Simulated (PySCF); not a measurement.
# How the method moves the adiabatic energies of losing or gaining an electron of carbon tetrabromide

Structure: `BrC(Br)(Br)Br` (CBr4).

All levels share the PBE0-D3(BJ)/def2-SVP structures and the PBE0-D3(BJ)/def2-SVP thermal terms; only the single-point energies (PySCF) change. Values are adiabatic energies of losing or gaining an electron (0 K, eV).

Measured (NIST Chemistry WebBook): adiabatic ionisation energy 10.31 eV.

```csv
level,ionisation energy to the radical cation,time
r2SCAN-D3(BJ)/def2-TZVPD (grid 3),9.82,7.9 min
M06/aug-cc-pVTZ (grid 3),9.91,13 min
ωB97X-D3(BJ)/ma-def2-TZVP,10.59,–
```

Times are wall times for all single points of a level on 1 thread of Arm Neoverse V1, a shared host; the dash marks the run that also made the structures. r2SCAN ran on a slower path of this set-up, which computes the density-fitting integrals anew in every SCF cycle while the other levels store them. So the times needn't show the usual order of cost, and those levels read slower than they are.

The spread: 0.77 eV, from 9.82 to 10.59.

Known limits: spin-orbit coupling is left out of the energies, which matters for open shells on the heavier atoms; atoms from Ga to Kr are treated without relativity; Br1 and Br3 are equivalent in the parent, but the relaxed radical cation is symmetry-broken (Td to D2d), as a Jahn-Teller-type distortion or an artefact of the method; its spin populations, distances and adiabatic value belong to that structure.
